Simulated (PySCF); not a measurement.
# Distorted geometries of Nd2O3

Nd2O3 (singlet in the valence; each metal's 4f electrons, 3 of them, lie in its core potential, out of spins and levels). PySCF 2.14.0, RKS B3LYP, Nd lcecp-1-SVP with ECP49, O def2-SVP; non-relativistic Hamiltonian with scalar-relativistic core potentials where named; density fitting; no spin-orbit coupling. Relaxed geometry:

```xyz
5

Nd   -0.5531   -0.0454    2.1066
Nd   -0.5531   -0.0454   -2.1066
O    -0.9489   -0.0778    0.0000
O     1.2957    0.1063    2.4422
O     1.2957    0.1063   -2.4422
```

**Question.** Order these distorted geometries by energy above the relaxed one, lowest first.
A.
```xyz
5

Nd   -0.5443   -0.0564    2.1525
Nd   -0.6949   -0.0313   -1.9536
O    -1.0981   -0.2217   -0.1165
O     1.4458    0.0606    2.5674
O     1.4278    0.2928   -2.6498
```
B.
```xyz
5

Nd   -0.5727   -0.1256    2.0610
Nd   -0.6563    0.0065   -2.0723
O    -0.8010   -0.1702   -0.0812
O     1.2572    0.1759    2.4982
O     1.3092    0.1574   -2.4058
```
C.
```xyz
5

Nd   -0.6075    0.0825    2.2648
Nd   -0.4679    0.1465   -2.0924
O    -0.9747   -0.2009   -0.1191
O     1.4014    0.0317    2.4449
O     1.1850   -0.0158   -2.4983
```

**Answer.** B (0.35 eV), C (1.61 eV), A (2.37 eV).

**Question.** Which forces (eV/Å) act in the one that lies 0.35 eV up?

**Answer.** 
```
Nd   1.02  0.09  0.20
Nd   3.06  0.38 -2.50
O   -0.56 -0.17  2.15
O   -0.88 -0.11 -0.11
O   -2.64 -0.19  0.25
```
Forces carry noise of the integration grid, about 0.01 to 0.03 eV/Å.

A rough frequency check found unstable modes, so the relaxed geometry is probably a saddle point. An lcecp potential fixes the number of 4f electrons, so in runs with it no electron can move into or out of that shell.
